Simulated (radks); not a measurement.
Q: N I, configuration [He] 2s2 2p3. Method: Dirac Kohn-Sham, PBE, spin-unpolarised, spherical densities, finite nucleus; open shells fill j = l - 1/2 first; Fermi nuclear charge, rms radius 2.5582 fm; computed with a radial shooting solver on a logarithmic mesh with Libxc functionals. Some entries of the table are withheld. Estimate them.

| orbital | occ. | eigenvalue (eV) | <r> (bohr) |
|---|---|---|---|
| 1s1/2 | 2 | (1) | 0.2297 |
| 2s1/2 | 2 | -18.5777 | (2) |
| 2p1/2 | 2 | (3) | (4) |
| 2p3/2 | 1 | (5) | (6) |

A: 
(1) 1s1/2 eigenvalue (eV): -384.6959
(2) 2s1/2 <r> (bohr): 1.320
(3) 2p1/2 eigenvalue (eV): -7.0978
(4) 2p1/2 <r> (bohr): 1.483
(5) 2p3/2 eigenvalue (eV): -7.0787
(6) 2p3/2 <r> (bohr): 1.485
